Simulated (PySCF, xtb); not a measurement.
Cl₃FTi, SMILES [F][Ti]([Cl])([Cl])[Cl], multiplicity 1.

GFN2-xTB (xtb 6.7.1) at its own geometry gives an orbital gap of 3.15 eV and a dipole moment of 0.20 D.

The structure is a stationary point at ωB97X-D3(BJ)/def2-SVP. The multiplicity is an assumed one; other spin states were not compared.

Task: What does PBE/def2-TZVP in PySCF give? (Estimate from the structure and the level; the computed values follow.)

Result: gap 3.88 eV (levels -8.27 and -4.39 eV), dipole 0.18 D.
